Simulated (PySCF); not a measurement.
## Working out the ionisation energy of Sc

Sc [Ar] 3d1 4s2 (2D) → Sc⁺ [Ar] 3d1 4s1 (3D). Calculation: PySCF 2.14, in aug-cc-pwCVTZ-DK (10s9p7d4f3g, 127 functions); scalar relativity by spin-free X2C-1e. Frozen: nothing. Energies in hartree (1 hartree = 27.21139 eV):

```
             part   Sc (lower)  Sc⁺ (upper)
              UHF  -763.285936  -763.087920
MP2 opposite-spin    -0.364956    -0.333980
    MP2 same-spin    -0.140812    -0.135798
```

What does Hartree-Fock give?

(-763.087920) − (-763.285936) = 0.198016 hartree = 5.388 eV.

What do MP2 and SCS-MP2 (6/5 opposite-spin, 1/3 same-spin) give?

The opposite-spin parts differ by 0.843 eV and the same-spin parts by 0.136 eV. MP2: 5.388 + (0.843) + (0.136) = 6.367 eV. SCS-MP2: 5.388 + 1.2 × (0.843) + (0.136)/3 = 6.445 eV.

Measured between the centres of the two terms (NIST): 6.562 eV, so MP2 (all electrons) is off by -0.195 eV.

What remains against the reference includes basis incompleteness and correlation beyond second order.
